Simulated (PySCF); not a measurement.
**Shapes and spin states of [TcSe2]+**

Method: PBE/[Tc def2-SVP with ECP28, Se def2-SVP], scalar-relativistic core potentials, density fitting, no spin–orbit coupling, PySCF.

Relaxations began from a few typed shapes and spin states; open shells are unrestricted. The search is not exhaustive: other isomers or separated fragments can lie lower, and high-lying points may rest on an excited occupation.

```csv
spin,group,bonds,angles,imaginary modes (cm⁻¹),ΔE (kJ/mol),ΔE with ZPE (kJ/mol)
triplet,C2v,Tc–Se 2.207 Å (×2),Se–Tc–Se 110.8°,none,0.0,0.0
broken-symmetry Ms = 0 (⟨S²⟩ 0.86),C2v,Tc–Se 2.195 Å (×2),Se–Tc–Se 109.0°,none,22.4,22.6
"singlet (closed shell, unstable to spin polarisation)",C2v,Tc–Se 2.185 Å (×2),Se–Tc–Se 106.5°,none,44.0,44.2
triplet (⟨S²⟩ 2.32),C2v,"Se–Se 2.299 Å, Tc–Se 2.387 Å (×2)","Se–Se–Tc 61.2° (×2), Se–Tc–Se 57.6°",none,78.0,76.9
```

The lowest minimum found is the triplet C2v: Tc–Se 2.207 Å (×2); Se–Tc–Se 110.8°.

Formally Tc is in oxidation state +5, d2, with 2 unpaired electrons (the high-spin count). The Mulliken spin on Tc is 2.08. The polar-tensor charge on Tc, 0.89, is far below the formal one.

For the lowest minimum: with open d or f shells other occupations or spin states may lie lower.

The electron or spin density has lower symmetry than the nuclear frame for the broken-symmetry Ms = 0 (⟨S²⟩ 0.86) C2v at 22.4 kJ/mol.
